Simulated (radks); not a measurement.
The erbium ion Er+, 67 electrons, occupied as [Xe] 4f12 6p1 (not the ground configuration). All-electron calculation, scalar-relativistic Kohn-Sham, PBE, spin-polarised, spherical densities, point nucleus; open shells are filled with parallel spins first (spin-orbit coupling, left out, can overturn this in heavy ions). Program: a radial shooting solver on a logarithmic mesh with Libxc functionals.

Normalised radial functions P(r) = r R(r), r in bohr:

```
   r/bohr * 5s up, o 4f up (the largest magnitude, 1.11, reaches the edge; | marks zero, & curves that meet)
0.0008652                             o*
 0.001182                             o*
 0.001615                             o *
 0.002224                             o *
 0.003038                             o  *
  0.00415                             o  *
  0.00567                             o   *
 0.007808                             o   *
  0.01067                             o   *
  0.01457                             o  *
  0.02007                             o *
  0.02742                            *o
  0.03746                         *   o
  0.05158                       *     o
  0.07047                        *    |o
  0.09627                             * o
   0.1315                             |    o *
   0.1811                             |        *o
   0.2474                             |*              o
    0.338                  *          |                      o
   0.4655                 *           |                          o
    0.636                             |  *                      o
   0.8689                             |                    &
    1.197                             |              o         *
    1.635                             |        o       *
    2.233                             |    o *
    3.051                             | &
    4.201                             *o
     5.74                             &
    7.841                             &
     10.8                             &
    14.75                             &
```

5s up: eigenvalue -60.359 eV, 4 radial nodes at r = 0.0246, 0.0976, 0.254, 0.602 bohr, <r> = 1.25 bohr, 90 % of the charge inside 1.81 bohr. 4f up: eigenvalue -11.802 eV, 0 radial nodes, <r> = 0.817 bohr, 90 % of the charge inside 1.43 bohr.
